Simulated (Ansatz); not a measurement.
Ideal-gas functions of Br₃H₂NSi (`N[Si](Br)(Br)Br`) at 800 K and 1 bar, from an Ansatz frequency run at PBE0-D4/def2-TZVP.

Molar mass 283.82 g/mol, point group Cs (symmetry number 1), electronic degeneracy 1, moments of inertia 601.527, 634.966, 1027.798 u Å². Harmonic wavenumbers (cm⁻¹, unscaled): 86, 97, 160, 160, 209, 266, 323, 339, 484, 487, 841, 916, 1565, 3601, 3703.

Use S(trans) = R[1.5 ln M + 2.5 ln T − 1.1517]; rotational temperatures θ = 24.2544 K / I; S(rot) = R[ln(√π/σ · √(T³/θAθBθC)) + 1.5]; for each mode x = 1.438777 ν̃/T, S = R[x/(eˣ − 1) − ln(1 − e⁻ˣ)] and H = RT x/(eˣ − 1); 1 cm⁻¹ = 0.0119627 kJ/mol; R = 8.31446 J/(mol·K).

Problem. By hand: the entropy, in J/(mol·K).

Solution. Translation 199.8. Rotation: θ = 0.0403, 0.0382, 0.0236 K, giving 143.1. Vibration, mode by mode: 23.84, 22.84, 18.70, 18.70, 16.50, 14.52, 12.95, 12.56, 9.73, 9.68, 5.62, 5.04, 2.01, 0.10, 0.08, in all 172.9. Electronic 0.0. Sum 515.8 J/(mol·K).

Problem. By hand: H − E and G − E in kJ/mol, counted from the electronic energy.

Solution. Zero-point energy ½ × 13237 × 0.0119627 = 79.2; thermal vibration 59.2; translation, rotation and pV give 4 RT = 26.6. H − E = 165.0 kJ/mol, and G − E = 165.0 − 800 × 515.8/1000 = -247.6 kJ/mol.

Vibration gives 34 % of the entropy, 46.7 J/(mol·K) of it from the modes under 150 cm⁻¹: soft modes count most, and the harmonic formula is weakest for them. The sum counts one conformer and one mirror image; others add a mixing term.
